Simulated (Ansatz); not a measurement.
A structure relaxed at PBE0-D4/def2-TZVP, charge 0, multiplicity 1:

Cartesian coordinates in Å:
```
O 1.5546 -0.9724 1.2595
C 0.9390 0.0015 0.4955
S 1.5947 -0.0702 -1.1983
O -0.4400 -0.1723 0.5799
Si -1.5360 0.5130 -0.4632
H 1.0284 -1.0728 2.0612
H 1.1972 1.0144 0.8398
H 1.3047 -1.3714 -1.3684
H -2.8209 0.4452 0.2720
H -1.1764 1.9268 -0.7441
H -1.6453 -0.2418 -1.7339
```

(1) Give its formula and SMILES.

(2) Summarise the bond lengths by kind.

Answers

(1) CH6O2SSi, `OC(S)O[SiH3]`.

(2) 2 × C–O 1.382 to 1.393 Å; 1 × H–O 0.964 Å; 1 × C–S 1.818 Å; 1 × C–H 1.101 Å; 1 × H–S 1.344 Å; 1 × O–Si 1.661 Å; 3 × H–Si 1.482 to 1.486 Å.

Program: Ansatz 0.2.0.
